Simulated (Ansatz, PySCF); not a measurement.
This singlet lies 2.18 eV below the relaxed triplet at the level frozen-core CCSD(T)/cc-pVTZ // PBE0-D3(BJ)/def2-TZVP (Ansatz, a program for electronic structure).

Cartesian coordinates (Å):
```xyz
5

O     -1.4011     0.0248    -0.1535
Si    -0.4373    -1.2522    -0.5414
S      1.5849    -0.4644    -0.3842
H     -1.0555     0.8903     0.0781
H      1.3091     0.8015    -0.0196
```
Charge 0, spin multiplicity 1.

Problem. What HOMO, dipole moment, HOMO–LUMO gap, total energy and LUMO does PBE0-D3(BJ)/def2-TZVP (PySCF) give?

Solution. 
```
Quantity              Value
-------------  ------------
HOMO               -7.09 eV
dipole moment     0.414 e·Å
HOMO–LUMO gap       5.37 eV
total energy   -763.8720 Ha
LUMO               -1.72 eV
```
